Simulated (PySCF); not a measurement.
**Two-component Hartree-Fock for Ni¹⁸⁺ (nickel, charge +18)**

Start: [Ne]. Calculated with PySCF 2.14 in an uncontracted even-tempered set (18 s from 4.2 bohr⁻², ratio 2.4; 12 p from 5.4 bohr⁻², ratio 2.4; 5 d from 26 bohr⁻², ratio 2.6; 5 f from 38 bohr⁻², ratio 2.6): generalised Hartree-Fock with the X2C-1e Hamiltonian and a Gaussian nucleus; one run each with spin-orbit coupling (SO) switched off, then screened by Boettger's factors.

| spinor shell | electrons | ε, spin-free (eV) | ε, screened SO (eV) | weight of nominal j (screened SO) | rms radius, screened SO (bohr) |
| --- | --- | --- | --- | --- | --- |
| 1s1/2 | 2 | -9085.1 | -9085.0 | 1.000 | 0.0624 |
| 2s1/2 | 2 | -1692.9 | -1692.8 | 1.000 | 0.260 |
| 2p1/2 | 2 | -1548.2 | -1560.6 | 1.000 | 0.231 |

Problem. Where does 2p3/2 lie, and what is the 2p spin-orbit splitting (screened SO)?

Solution. At -1542.1 eV, 18.522 eV above 2p1/2.

```tsv
quantity	spin-free	screened SO
E (hartree)	-1349.84697	-1349.87742
M_J	0	0
⟨J²⟩	0.000	0.000
⟨L²⟩	0.000	0.001
⟨S²⟩	0.000	0.001
```

Without spin-orbit coupling the j labels of p, d and f shells carry no meaning; the spin-free column gives the mean over the occupied spinors of each nl shell.
